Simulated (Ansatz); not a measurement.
Reaction (atomization): `CC#[N+][GaH3-]` → 2 C• + Ga• + 6 H• + N•

Computed with Ansatz on PBE0-D4/def2-TZVP structures; ΔE is electronic, products minus reactants. CCSD(T)/CBS is the MP2 limit (def2-TZVPP, def2-QZVPP) plus CCSD(T) − MP2 in def2-TZVPP, frozen cores. This one scheme is used for every species, atoms too. Functionals use def2-TZVPP. No spin–orbit coupling; open shells (•) take unrestricted orbitals. Spin–orbit coupling would lower the free atoms: a little for C; clearly for Ga. For Ga outer-core shells are correlated without core-valence functions, so the limit isn't a true one: a few kJ/mol of doubt a bond, and 10 to 20 or more in all where bonds break to atoms. Scalar relativity is left out up to krypton.

| level | ΔE (kJ/mol) |
| --- | --- |
| revPBE-D4 | 3450.9 |
| PBE0-D4 | 3467.0 |

(1) What does CCSD(T)/CBS give? (Best estimate.)

Largest T1 diagnostic among the species: 0.013.

Results:

(1) Computed: +3474.5 kJ/mol. The listed levels differ from it by -23.6, -7.5 kJ/mol.

Leaving LDA and LC-ωPBE aside and taking each functional with its dispersion term where it has one, the values, not all of them listed here, spread over 161.0 kJ/mol, from BHLYP-D4 to PBE-D4. LDA lies +437.9 kJ/mol from PBE without D4, its usual overbinding. From r2SCAN to r2SCAN0 (25 % exact exchange), in def2-TZVPP and without D4, ΔE moves by −58.9 kJ/mol: exact exchange takes away binding that semilocal exchange gives to molecules.

For atomizations the MP2-based limit and the directly extrapolated one differ by several kJ/mol either way, and by 10 to 25 for some Ge, Se and Sn compounds, so smaller differences from it don't rank the levels.
